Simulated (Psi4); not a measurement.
ISn (SMILES [Sn][I]), doublet, at a GFN2-xTB geometry (such geometries of metal compounds can be far from the true shape) (the spin is typed, not shown lowest) (core potentials on I, Sn). Base run: M06-2X/def2-SVP (Psi4 1.11).

Input for Psi4:
```
memory 2 GB

molecule mol {
0 2
  Sn   -0.000000   -0.000000   -1.394425
  I     0.000000    0.000000    1.315496
}

set basis def2-svp
set reference uks

energy('m06-2x')
print_variables()
```

The base run was repeated with changes; each row names its change, and settings that it needs were set with it.

| change | ΔE vs base (µEh) | SCF cycles | grid points | basis functions |
|---|---|---|---|---|
| base | 0.0 | 10 | 40818 | 52 |
| dft_nuclear_scheme = stratmann | 15.7 | 10 | 39268 | 52 |
| scf_type = pk | -22.4 | 10 | 40818 | 52 |
| dft_basis_tolerance = 1e-8 | 0.0 | 10 | 39116 | 52 |
| damping_percentage = 20 | 2.4 | 14 | 40818 | 52 |
| guess = huckel | 0.0 | 10 | 40818 | 52 |
| guess = core | 0.0 | 14 | 40818 | 52 |
| cholesky_tolerance = 1e-3 (with scf_type cd) | 2419 | 10 | 40818 | 52 |
| guess = sap | 0.0 | 16 | 40818 | 52 |
| dft_spherical_points = 974 | 21.1 | 10 | 129657 | 52 |
| d_convergence = 1e-4 | 0.2 | 8 | 40818 | 52 |
| dft_radial_scheme = multiexp | 785 | 10 | 44755 | 52 |
| guess = sapgau | 0.0 | 15 | 40818 | 52 |

Open shells are given as the SCF converged; they aren't shown to be the lowest states, and a large step between rows can be another state.
